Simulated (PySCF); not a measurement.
A GIAO shielding run with PySCF 2.14.0 with density-fitted response routines (density fitting, non-relativistic, gas phase) on `InChI=1S/C5H9P2Si/c1-3-4(2)7-5(8)6-3/h1-2,8H3/q-1`:

```
$ OMP_NUM_THREADS=1 python probes_run.py task.json out

{"job": {"kind": "nmr", "xc": "PBE0", "basis": "pcSseg-1"}, "charge": -1, "multiplicity": 1}
C     -2.111377    -1.236022    -0.515977
C     -0.783255    -0.582812    -0.250943
P      0.720535    -1.385854    -0.661581
C      1.740498    -0.098865    -0.076894
Si     3.594251    -0.189053    -0.200150
P      0.929588     1.295445     0.584573
C     -0.686255     0.664450     0.328034
C     -1.902773     1.450615     0.731797
H     -1.963159    -2.206916    -0.987242
H     -2.665656    -1.383688     0.415213
H     -2.727512    -0.618388    -1.175840
H      4.134678     0.285267    -1.493103
H      4.257367     0.629310     0.829364
H      4.102094    -1.564015    -0.042949
H     -2.549173     1.642483    -0.129345
H     -2.491437     0.903595     1.473761
H     -1.605411     2.406477     1.161372
```

Hardware: 1 thread of an Arm Neoverse V2, shared host. The job also computes population analyses, field gradients, ring-centre shieldings.

Q: How large is the calculation?

A: 84 electrons, 202 basis functions and 1116 auxiliary functions.

Q: How long does it take, and how much memory does it need?

A: 38 s of wall time, with 15 SCF cycles and 5 response iterations; peak memory 0.92 GiB. Times on a shared host scatter by some tens of per cent.
